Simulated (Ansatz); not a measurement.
Cl2H4NSi2 (`Cl[SiH]N[SiH2]Cl`) radical. The species carries charge 0 and has multiplicity 2. The geometry is a stationary point of PBE0-D4/def2-TZVP. It is one conformer, not always the lowest.

```xyz
9

Cl    2.814    0.138    0.720
Si    0.914   -0.042    1.507
N    -0.282    0.397    0.347
Si   -0.623   -0.376   -1.149
Cl   -2.358   -1.479   -1.059
H     0.789    0.914    2.643
H    -0.918    1.127    0.642
H    -0.831    0.620   -2.221
H     0.495   -1.299   -1.429
```

What is the dipole moment at r2SCAN/def2-TZVPP? (An estimate is asked.)

The calculation gave: 1.61 D, with components (-0.75, 1.35, 0.45) D in this frame, pointing from negative to positive charge.

And with PBE, B3LYP, ωB97M-V? (Estimate.)

The calculation gave: PBE 1.59 D, B3LYP 1.58 D, ωB97M-V 1.56 D.

Give the Mulliken charges with r2SCAN, ωB97M-V, B3LYP in def2-TZVPP. (An estimate is asked.)

Computed: 
| atom | r2SCAN | ωB97M-V | B3LYP |
| --- | --- | --- | --- |
| Cl1 | -0.24 | -0.21 | -0.24 |
| Si2 | 0.40 | 0.29 | 0.35 |
| N3 | -0.38 | -0.31 | -0.31 |
| Si4 | 0.52 | 0.38 | 0.48 |
| Cl5 | -0.26 | -0.22 | -0.26 |
| H6 | -0.06 | -0.01 | -0.05 |
| H7 | 0.15 | 0.11 | 0.13 |
| H8 | -0.07 | -0.02 | -0.06 |
| H9 | -0.06 | -0.01 | -0.05 |

B3LYP here is the variant with VWN-RPA as its local correlation; programs differ in this.
